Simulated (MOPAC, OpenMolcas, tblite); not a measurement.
## A ladder of methods for CH3FGeO (SMILES C[O][Ge][F])

CH3FGeO has 7 atoms, charge 0, and is taken as a singlet. SMILES: `C[O][Ge][F]`. Geometry: relaxed at PBE0-D4/def2-TZVP. This is one conformer, not always the lowest.

Quantity: the HOMO–LUMO gap, in eV. The values are calculated.

| level | kind | program | value (eV) |
| --- | --- | --- | --- |
| MNDO | semi-empirical | MOPAC | 9.01 |
| GFN1-xTB | semi-empirical | tblite | 3.64 |
| HF/6-31G* (spherical functions) | Hartree–Fock | OpenMolcas | 11.93 |
| SVWN5/6-31G* (spherical functions) | LDA | OpenMolcas | 4.19 |
| BLYP/6-31G* (spherical functions) | GGA | OpenMolcas | 4.20 |
| M06-L/6-31G* (spherical functions) | meta-GGA | OpenMolcas | 4.63 |
| B3LYP/6-31G* (spherical functions) | global hybrid | OpenMolcas | 5.85 |
| M06-2X/6-31G* (spherical functions) | hybrid meta-GGA | OpenMolcas | 8.26 |
| B2PLYP/6-31G* (spherical functions) | double hybrid | OpenMolcas | 8.42 |

All-electron rows without a relativistic Hamiltonian named are non-relativistic. The values span 3.64 to 11.93 eV. Orbital gaps aren't excitation energies, and those of double hybrids come from the SCF part alone; they tend to grow with the share of exact exchange.
